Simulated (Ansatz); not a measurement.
The cluster Si₄⁻. The state is a doublet with charge -1. Geometry r2SCAN-D4/def2-TZVP, that of the neutral singlet; atoms count from 1.

```xyz
4

Si   -0.929    0.173    1.741
Si    0.931   -0.169   -1.740
Si   -0.963    0.436   -0.557
Si    0.961   -0.440    0.557
```

The structure comes from a short search, and lower isomers may exist.

**Question.** Estimate the Mulliken populations from the PBE0/def2-TZVPD orbitals of Ansatz.

**Answer.** 
| atom | charge (e) | spin (α − β) |
| --- | --- | --- |
| Si1 | -0.39 | 0.60 |
| Si2 | -0.39 | 0.60 |
| Si3 | -0.11 | -0.10 |
| Si4 | -0.11 | -0.10 |
Mulliken values and Mayer orders depend strongly on the basis. With diffuse functions, as here, like atoms can get unlike values, and bond orders can come out too low or too high.

**Question.** Where does the spin sit?

**Answer.** Summed by element: Si 1.00, of 1 unpaired in all. Largest on single atoms: Si1 0.60, Si2 0.60, Si3 -0.10.

**Question.** And the Mayer bond orders between bonded heavy atoms (over 0.3)?

**Answer.** Si1–Si3 0.94 (2.31 Å); Si1–Si4 0.94 (2.31 Å); Si2–Si3 0.94 (2.31 Å); Si2–Si4 0.94 (2.31 Å); Si3–Si4 1.12 (2.39 Å). Values over 0.3 also appear between atoms too far apart for a bond (Si1–Si2 0.39 at 3.96 Å); they arise where an orbital or an unpaired electron spreads over both atoms.
